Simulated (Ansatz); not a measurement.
Relaxation of BFH$_{4}$SeSi (8 atoms, charge 0, multiplicity 1), to a largest force component of 0.015 eV/Å in at most 40 steps.

Theory: RKS B3LYP-D4/def2-SVP in Ansatz 0.2.0.

```xyz
8
Properties=species:S:1:pos:R:3:forces:R:3
B -0.883 0.928 0.231 -2.38 1.49 -0.38
Si 0.757 0.067 -0.066 1.37 -1.29 -1.32
F 1.001 -0.029 -1.707 0.02 -0.12 0.72
Se 2.465 1.215 0.866 -0.03 1.29 -0.59
H -1.575 1.315 -0.724 0.42 -0.19 0.55
H -1.321 1.183 1.316 -0.01 -0.12 0.22
H 0.745 -1.307 0.510 0.20 -0.07 0.02
H 2.078 2.449 0.006 0.40 -0.99 0.79
```

**Question.** Where does it end, and by what steps?

**Answer.** The run converged. After 22 steps the energy has fallen by 0.468 eV; Se4 moved furthest, 1.03 Å. Joined: B1–Se4.

```tsv
step	energy less start (eV)	largest force component (eV/Å)	accepted
0	0.0000	2.382	yes
1	-0.2310	1.097	yes
2	-0.2678	0.632	yes
3	-0.3029	0.441	yes
4	-0.3342	0.230	yes
5	-0.3575	0.256	yes
6	-0.3664	0.265	yes
7	-0.3729	0.145	yes
8	-0.3771	0.128	yes
9	-0.3813	0.141	yes
10	-0.3821	0.528	yes
11	-0.3942	0.274	yes
12	-0.4045	0.137	yes
13	-0.4239	0.453	yes
14	-0.4339	0.671	yes
15	-0.4515	0.481	yes
16	-0.4523	0.287	yes
17	-0.4658	0.151	yes
18	-0.4673	0.067	yes
19	-0.4679	0.020	yes
20	-0.4679	0.016	yes
21	-0.4679	0.023	yes
22	-0.4680	0.012	yes
```

```xyz
8
Properties=species:S:1:pos:R:3
B -0.648 1.137 0.334
Si 0.557 -0.265 -0.244
F 1.231 -0.340 -1.724
Se 1.520 1.624 0.953
H -1.040 1.991 -0.415
H -1.191 0.917 1.389
H 0.957 -1.505 0.468
H 1.881 2.261 -0.330
```

Time of the run: 53 s on 2 threads of Arm Neoverse V2, on a shared host, peak memory 0.21 GiB.
